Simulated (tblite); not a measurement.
A tight-binding relaxation on `C1C(C1)[N@@H+]([BH2-]SC)C`.

Computed with GFN2-xTB geometry optimisation, gas phase (tblite 0.8.0). Start geometry: from a force field or distance geometry. The command runs a driver script over a list of jobs; the input below is this job's line of settings and its coordinates in Å.

Command:
```bash
OMP_NUM_THREADS=1 python probes_run.py task.json out
```

Input:
```
{"job": {"kind": "relax", "xc": "GFN2-xTB", "basis": "xTB"}, "charge": 0, "multiplicity": 1}
C      3.714300    -0.213000     0.143800
S      2.295400     0.457200     1.083600
B      0.991300    -0.063100    -0.182900
N     -0.433300     0.403300     0.263300
C     -0.594200     1.849000     0.118200
C     -1.458300    -0.294900    -0.546300
C     -2.806700    -0.455100     0.133900
C     -1.879600    -1.653500    -0.011800
H      4.645800    -0.033100     0.714500
H      3.582000    -1.304600    -0.002700
H      3.779000     0.299500    -0.839300
H      1.245200     0.409400    -1.248800
H      1.008200    -1.247500    -0.279500
H     -0.533200     0.166900     1.286700
H     -0.479200     2.166500    -0.951400
H     -1.604400     2.168600     0.468600
H      0.151100     2.405200     0.731200
H     -1.466200    -0.151400    -1.646900
H     -2.883600    -0.074400     1.184500
H     -3.667700    -0.462400    -0.551700
H     -1.412500    -1.983000     0.935400
H     -2.203700    -2.370200    -0.803100
```

Output:
```
step      E/eV     max force
  0    -686.46882    1.431
  1    -686.68877    1.135
  2    -686.84839    0.506
  3    -686.87770    0.404
  4    -686.91072    0.335
  5    -686.92220    0.242
  6    -686.93243    0.198
  7    -686.93705    0.151
  8    -686.94026    0.110
  9    -686.94221    0.099
... (39 lines left out)
 49    -686.98242    0.016
 50    -686.98245    0.016
 51    -686.98247    0.010
 52    -686.98250    0.013
 53    -686.98253    0.013
 54    -686.98256    0.017
 55    -686.98259    0.016
 56    -686.98262    0.015
 57    -686.98264    0.010
 58    -686.98266    0.009
```

«max force» is the largest atomic force in eV/Å.

From which step on does the largest force stay under 0.1 eV/Å, and how much energy is left to gain from there?

From step 24 (0.096 eV/Å), 12.7 meV above the end.

Main results: energy lowered by 11.8 kcal/mol over 58 steps; largest atomic force 0.009 eV/Å at the end.

On Intel Xeon at 2.50 GHz, one thread, no GPU (shared host), this took 2.2 s wall, 1.4 s CPU.
Labels such as C1 count atoms from 1, the log's own numbers from 0.
